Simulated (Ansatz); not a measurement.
CH$_{9}$NSi$_{2}$ (`CN([SiH3])[SiH3]`), relaxed with RKS PBE0-D4/def2-TZVP in the Gaussian-basis code of Ansatz from a PBE-D4/def2-SVP geometry. The force threshold is 0.005 eV/Å; the program also tests the step.

Charge 0, multiplicity 1.

Start:

```xyz
13

C     0.549   -0.360    1.381
N     0.076   -0.095    0.017
Si    0.956    1.105   -0.922
Si   -1.487   -0.762   -0.437
H     0.260   -1.381    1.711
H     1.658   -0.307    1.435
H     0.145    0.359    2.133
H     0.427    1.081   -2.328
H     2.426    0.763   -0.901
H     0.824    2.509   -0.374
H    -1.501   -2.239   -0.127
H    -1.689   -0.527   -1.907
H    -2.642   -0.145    0.320
```

| step | energy (eV) | largest force (eV/Å) | largest move (Å) |
| --- | --- | --- | --- |
| 1 | -18421.3914 | 0.445 | 0.000 |
| 2 | -18421.4511 | 0.352 | 0.036 |
| 3 | -18421.4608 | 0.070 | 0.014 |
| 4 | -18421.4610 | 0.039 | 0.021 |
| 5 | -18421.4615 | 0.008 | 0.016 |
| 6 | -18421.4618 | 0.016 | 0.021 |
| 7 | -18421.4620 | 0.022 | 0.025 |
| 8 | -18421.4620 | 0.013 | 0.013 |
| 9 | -18421.4621 | 0.004 | 0.004 |

End:

```xyz
13

C     0.520   -0.323    1.375
N     0.053   -0.066    0.014
Si    0.953    1.076   -0.915
Si   -1.458   -0.767   -0.436
H     0.232   -1.328    1.701
H     1.612   -0.271    1.428
H     0.114    0.394    2.098
H     0.398    1.109   -2.290
H     2.387    0.675   -0.940
H     0.897    2.449   -0.334
H    -1.418   -2.235   -0.186
H    -1.696   -0.491   -1.874
H    -2.596   -0.222    0.360
```

Hardware: 4 threads of a server CPU on a shared host. Wall time 15 s, peak host memory 0.51 GiB.
